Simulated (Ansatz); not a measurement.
A nudged elastic band was laid between two geometries of CH7BFN (11 atoms, charge 0, multiplicity 1).

Theory: Ansatz 0.2.0, RKS B3LYP/def2-mTZVP.

| Property | Result |
| --- | --- |
| movable images | 7 |
| climbing image | yes |
| spring | 5.0 eV/Å² |
| optimiser | quadratic models (default) |
| start path | through a guess of the saddle point |
| force threshold | 0.03 eV/Å |
| iteration limit | 60 |
| end points | relaxed |

Image 0:

```xyz
11
Properties=species:S:1:pos:R:3
B 0.094 -0.255 0.068
F 0.406 0.741 1.012
H 1.022 -0.560 -0.649
H -0.956 -0.071 -0.507
N -0.185 -1.605 0.993
H -0.493 -2.354 0.375
C 0.978 -2.050 1.803
H 1.789 -2.304 1.125
H 1.292 -1.219 2.428
H 0.727 -2.911 2.424
H -0.971 -1.396 1.609
```

Image 8:

```xyz
11
Properties=species:S:1:pos:R:3
B 0.276 -0.688 -0.407
F -1.091 0.107 2.608
H 1.319 -0.123 -0.490
H -0.621 -0.495 -1.164
N 0.080 -1.595 0.641
H -0.767 -2.153 0.650
C 1.103 -2.091 1.570
H 1.446 -3.086 1.282
H 1.953 -1.412 1.554
H 0.716 -2.137 2.588
H -0.710 -0.308 1.849
```

(1) What changes between the two ends?

(2) Give the energies along the band, and the barrier.

(3) What is the geometry of the highest image?

(4) What are the harmonic wavenumbers there?

Results:

(1) Bonds broken: B1–F2, N5–H11. Bonds formed: F2–H11. CH7BFN becomes CH6BN + FH.

(2) It converged. The highest image is number 5 of 0 to 8, 37.8 kcal/mol above the first end and 17.3 kcal/mol above the last; the last end lies 20.5 kcal/mol above the first. A vibrational analysis at the climbing image gives one clearly imaginary mode, 985i cm⁻¹: a first-order saddle point. The orbitals stay closed-shell, which can raise the energy where a bond breaks towards radicals; this wasn't checked here.

```json
{"image": "0", "path coordinate (Å)": "0.00", "energy (kcal/mol)": "0.0", "B1–F2 (Å)": "1.41", "N5–H11 (Å)": "1.02", "F2–H11 (Å)": "2.61"}
{"image": "1", "path coordinate (Å)": "0.55", "energy (kcal/mol)": "0.4", "B1–F2 (Å)": "1.41", "N5–H11 (Å)": "1.02", "F2–H11 (Å)": "2.46"}
{"image": "2", "path coordinate (Å)": "1.10", "energy (kcal/mol)": "1.4", "B1–F2 (Å)": "1.41", "N5–H11 (Å)": "1.02", "F2–H11 (Å)": "2.34"}
{"image": "3", "path coordinate (Å)": "1.65", "energy (kcal/mol)": "2.2", "B1–F2 (Å)": "1.41", "N5–H11 (Å)": "1.02", "F2–H11 (Å)": "2.22"}
{"image": "4", "path coordinate (Å)": "2.20", "energy (kcal/mol)": "11.5", "B1–F2 (Å)": "1.50", "N5–H11 (Å)": "1.05", "F2–H11 (Å)": "1.66"}
{"image": "5", "path coordinate (Å)": "2.75", "energy (kcal/mol)": "37.8", "B1–F2 (Å)": "1.88", "N5–H11 (Å)": "1.37", "F2–H11 (Å)": "1.11"}
{"image": "6", "path coordinate (Å)": "3.47", "energy (kcal/mol)": "24.6", "B1–F2 (Å)": "2.63", "N5–H11 (Å)": "1.83", "F2–H11 (Å)": "0.95"}
{"image": "7", "path coordinate (Å)": "4.19", "energy (kcal/mol)": "21.3", "B1–F2 (Å)": "3.14", "N5–H11 (Å)": "1.94", "F2–H11 (Å)": "0.95"}
{"image": "8", "path coordinate (Å)": "4.91", "energy (kcal/mol)": "20.5", "B1–F2 (Å)": "3.40", "N5–H11 (Å)": "1.93", "F2–H11 (Å)": "0.95"}
```

(3) 
```xyz
11
Properties=species:S:1:pos:R:3
B 0.093 -0.509 -0.044
F -0.689 0.594 1.257
H 1.177 -0.043 -0.165
H -0.709 -0.478 -0.917
N -0.069 -1.589 0.995
H -0.794 -2.272 0.799
C 1.092 -2.195 1.663
H 1.615 -2.897 1.010
H 1.789 -1.408 1.945
H 0.783 -2.722 2.566
H -0.585 -0.464 1.573
```

(4) 985i, 153, 180, 352, 396, 687, 719, 750, 874, 968, 1079, 1134, 1149, 1178, 1252, 1318, 1463, 1484, 1522, 1541, 1813, 2619, 2709, 3037, 3092, 3128, 3539 cm⁻¹.

The run took 2.8 min on 2 threads of Arm Neoverse V2, with other jobs on the host, peak memory 0.19 GiB.
